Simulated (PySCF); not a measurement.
## Frontier orbitals and the lowest excitations

H8P4Si.
SMILES with atom numbers: `[PH2:1][Si:2]([PH2:3])([PH2:4])[PH2:5]` (hydrogens: H6, H7 on P1; H8, H9 on P3; H10, H11 on P4; H12, H13 on P5)

Structure used (PBE0-D3(BJ)/def2-SVP), in Å, numbered top down from 1:
```
atom  x, y, z in Å
P1    -0.496   -0.763    2.108
Si2    0.184   -0.067    0.059
P3     1.970   -1.366   -0.459
P4     0.804    2.099    0.322
P5    -1.259   -0.287   -1.680
H6    -1.097   -1.958    1.604
H7    -1.716   -0.019    2.060
H8     2.818   -0.737    0.504
H9     2.389   -0.518   -1.531
H10   -0.540    2.590    0.371
H11    0.927    2.321   -1.085
H12   -2.343    0.322   -0.976
H13   -1.652   -1.617   -1.332
```

Method: PySCF, TDDFT CAM-B3LYP/def2-SVPD, vertical, gas phase, core orbitals frozen in the response.

Frontier orbitals with the atoms that hold most of them (Löwdin shares over 4%, at most four atoms; ? is withheld):

```csv
orbital,ε (eV),atoms
HOMO-3,-9.97,"P5 25%, P1 18%, Si2 17%, P4 10%"
HOMO-2,-8.93,"P3 36%, P4 24%, Si2 13%, P5 6%"
HOMO-1,-8.66,?
HOMO,-8.31,"P5 39%, P1 35%, Si2 10%"
LUMO,0.21,?
LUMO+1,0.85,"P1 24%, P4 18%, P3 14%, Si2 12%"
LUMO+2,0.95,"P5 19%, P3 19%, Si2 12%, P4 11%"
```

Question: Which atoms hold the HOMO-1, and with what shares?

Answer: P4 (bonded to Si and 2 H) 37%; P3 (bonded to Si and 2 H) 27%; Si2 (bonded to 4 P) 15%. By element: phosphorus 64% or more, silicon 15%.

Question: Which atoms hold the LUMO, and with what shares?

Answer: P5 (bonded to Si and 2 H) 18%; P1 (bonded to Si and 2 H) 16%; P4 (bonded to Si and 2 H) 14%; Si2 (bonded to 4 P) 13%. By element: phosphorus 47% or more, silicon 13%.

Question: How does S1 compare with the orbital gap of 8.52 eV?

Answer: S1 is at 5.77 eV (f = 0.050), 2.75 eV below the gap, made of HOMO→LUMO (93%). Without the coupling terms of the response equations the lowest excitation would equal the gap.

Question: Give energy, strength and leading configuration of S1 and S7, and follow the Löwdin shares of the leading atoms from the occupied to the empty orbital.

Answer: 
- S1 (5.77 eV, f 0.050), HOMO→LUMO (93%): P5 39% → 18%, P1 35% → 16%
- S7 (6.33 eV, f 0.040), HOMO-2→LUMO (75%): P3 36% → at most 13%, P4 24% → 14%, P5 6% → 18%, P1 at most 7% → 16%

Löwdin shares depend on the basis, the more so with diffuse functions.
